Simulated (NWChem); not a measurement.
# Zn cation, doublet

Computed with NWChem. Spin-unrestricted. No stability test was run on the SCF state.

Q: Predict the results for PBE0/def2-TZVP. Quantities: highest occupied level (eV); lowest empty minus highest occupied level, either spin (eV).

A: 
```
Quantity                                                     Result
-----------------------------------------------------------  ------
highest occupied level (eV)                                  -15.01
lowest empty minus highest occupied level, either spin (eV)    3.37
```
